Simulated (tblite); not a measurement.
C₆H₁₀BNS.
SMILES with atom numbers: `[CH3:1][C:2]#[C:3][CH2:4][S:5][BH2-:6][N+:7]#[C:8][CH3:9]` (hydrogens: H10, H11, H12 on C1; H13, H14 on C4; H15, H16 on B6; H17, H18, H19 on C9)

Cartesian coordinates in Å at the GFN2-xTB level; atoms count from 1:
```xyz
19
C6H10BNS angstrom
C     -4.052   -0.420   -1.156
C     -2.849    0.157   -0.596
C     -1.866    0.675   -0.144
C     -0.670    1.211    0.450
S      0.056    0.068    1.706
B      0.656   -1.374    0.589
N      1.921   -0.823    0.066
C      2.862   -0.223   -0.220
C      4.021    0.547   -0.539
H     -3.829   -0.910   -2.104
H     -4.463   -1.157   -0.467
H     -4.797    0.358   -1.326
H      0.093    1.403   -0.309
H     -0.887    2.133    0.993
H     -0.084   -1.564   -0.315
H      0.918   -2.310    1.262
H      3.852    1.591   -0.268
H      4.875    0.168    0.022
H      4.234    0.481   -1.606
```

Method: GFN2-xTB as coded in tblite; computed harmonic values from a numerical Hessian at the method's own geometry, unscaled. Errors from tens to a few hundred cm⁻¹ against measured bands are possible. Modes of hydrogen on boron can be 10 to 20 % off. One conformer, not necessarily the lowest. The optimisation stopped once no atom felt more than 0.01 eV/Å.

Lowest wavenumbers of the output (negative numbers stand for imaginary wavenumbers):
```
mode    cm-1
  1     -29.9
  2     -29.6
  3      17.6
  4      40.9
  5      77.0
  6     112.3
  7     146.5
  8     204.3
  9     228.6
 10     267.2
 11     278.9
 12     294.8
 13     335.6
 14     367.4
 15     409.9
```

Question: Is this structure a minimum?

Answer: Not by this Hessian. 2 modes are imaginary beyond 20i (30i and 30i cm⁻¹), so at this level the point lies at or near a saddle of order 2. The curvature is small, so loose convergence or finite differences may be the whole cause.

Question: Which atoms move in the imaginary modes?

Answer: 30i: H19 (methyl hydrogen) 30 %, H18 (methyl hydrogen) 28 %, H17 (methyl hydrogen) 28 %; 30i: H11 (methyl hydrogen) 29 %, H12 (methyl hydrogen) 29 %, H10 (methyl hydrogen) 27 %. These are shares of the mass-weighted motion.

Question: What is the remedy?

Answer: Step along such a mode in both directions, optimise again with tighter thresholds and repeat the frequencies. The zero-point energy of this point (89.3 kcal/mol) counts the 49 real modes alone, and thermal corrections from it aren't those of a minimum.
